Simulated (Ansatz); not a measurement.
The cluster Sn₄⁺, relaxed as a doublet with UKS B3LYP-D4/def2-SVP in Ansatz, starting from the GFN1-xTB geometry. Force threshold 0.02 eV/Å.

In the def2 sets Sn takes a core potential; there is no spin–orbit coupling. The relaxation made no stability test and no search for a lower SCF solution. The structure comes from a short search, and lower isomers may exist.

Start:

Cartesian coordinates in Å:
```
Sn 0.246 0.073 -1.441
Sn 1.974 1.393 0.406
Sn -1.974 -1.392 -0.408
Sn -0.246 -0.074 1.443
```

(1) Estimate the energy that the relaxation releases and the steps that it takes.

(2) Does the start keep its bonding and symmetry?

(3) Predict the relaxed structure.

## Answers

(1) 0.07 eV, in 4 steps; 16 s on 4 threads of Arm Neoverse V2 on a shared host. No frequencies were taken in this run, so the end may be a saddle point.

(2) By distances, no bond broke or formed. The bond that changes most is Sn1–Sn2, from 2.85 to 2.93 Å (atoms count from 1). Point group D2h at the start, D2h at the end, both within 0.05 Å.

(3) 
Cartesian coordinates in Å:
```
Sn 0.2443 0.0731 -1.4343
Sn 2.0514 1.4470 0.4227
Sn -2.0516 -1.4467 -0.4228
Sn -0.2442 -0.0733 1.4344
```
Bond lengths (bridged metal pairs left out): 5 × Sn–Sn 2.91 to 2.93 Å.
